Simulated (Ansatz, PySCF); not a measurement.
Isomers of CHNO. All species are isolated molecules in the gas phase. Strings in code marks are SMILES.

Quantity: vertical ionisation energy (energy after one electron is removed minus that of the parent at the parent's geometry), in eV.

Level 1: B3LYP/6-31G* // B3LYP-D3(BJ)/def2-TZVP (PySCF)
Level 2: PBE/6-31G* // B3LYP-D3(BJ)/def2-TZVP (PySCF)
Level 3: minus the HOMO energy of HF/STO-3G // B3LYP-D3(BJ)/def2-TZVP (PySCF)
Level 4: HF/cc-pVQZ // B3LYP-D3(BJ)/def2-TZVP (Ansatz, a first-principles code)

```csv
species,level 2,level 3,level 4
`N#CO`,11.65,10.10,10.87
```

**Question.** What does level 1 give for each?

**Answer.** 
- `N#CO`: 11.80
